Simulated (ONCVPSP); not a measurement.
## Before and after: ONCV potential for germanium (Ge)

ONCVPSP 4.0.1 input, shortened (lines: element, Z, core and valence counts, functional; n l f; lmax; l rc ep ncon nbas qcut; lloc lpopt rc5 dvloc0; l nproj debl; icmod fcfact rcfact), PBEsol, scalar-relativistic:

```
  Ge 32.00    6    2  -116133      upf
    1    0    2.00
    2    0    2.00
    2    1    6.00
    3    0    2.00
    3    1    6.00
    3    2   10.00
    4    0    1.00
    4    1    3.00
    1
    0    1.50    0.00    4    7    4.20
    1    1.75    0.00    4    8    4.90
    4    4    1.30   -1.00
    0    2    0.60
    1    3    1.30
    3    5.25    1.35
```

Change: all radii but the core radius scaled by about 0.95 (s 1.42, p 1.66 bohr); local potential polynomial inside 1.22 bohr (lpopt 4, dvloc0 -1 Ha).

Cutoffs: the cutoffs (Ha) at which the residual kinetic energy of the hardest occupied pseudo-wave falls to 1 and 0.1 mHa per electron; they do not see the model core or the augmentation charge, which bear on the density cutoff. Errors are all-electron minus pseudo energies relative to the spin-unpolarised reference configuration.

Q: How do hardness, ghosts and transferability respond?

A: The potential gets harder (8.7 Ha and 25 Ha → 13 Ha and 57 Ha); the bound ghosts move from p to p, s; the errors of the 4 common tests hardly move. A smaller radius makes the pseudo-wave follow the all-electron one further in, where it bends more sharply, so more plane waves are needed.

| quantity | base | changed |
| --- | --- | --- |
| cutoff, loose | 8.7 Ha | 13 Ha |
| cutoff, tight | 25 Ha | 57 Ha |
| loose cutoff by channel | s 8.7 Ha, p 7.4 Ha | s 13 Ha, p 7.1 Ha |
| bound ghosts | p | s, p |
| GHOST(+) flags under 300 eV | s at 67.2 eV | none |
| error for 4s2 4p2, meV [ΔE -7.98 eV] | -9.2 | -9.8 |
| error for 4s2 4p1, meV [ΔE -0.53 eV] | +0.3 | 0.0 |
| error for 4s2 4p0, meV [ΔE 14.92 eV] | -22 | -22 |
| error for 4s2 4p1.5, meV [ΔE -5.18 eV] | -4.4 | -4.8 |
| rms error of d²Exc/dni dnj with the model core, mHa | 0.68 | 0.71 |

Base: The cutoffs count occupied waves only; projector 3 of the p channel, the hardest unoccupied one, needs 50 Ha at the loose tolerance. Changed file: The cutoffs count occupied waves only; projector 3 of the p channel, the hardest unoccupied one, needs 90 Ha at the loose tolerance. A true bound ghost makes a file unfit for plane-wave use even where its test errors are small: the radial tests pick states by their node count and pass the ghost by.
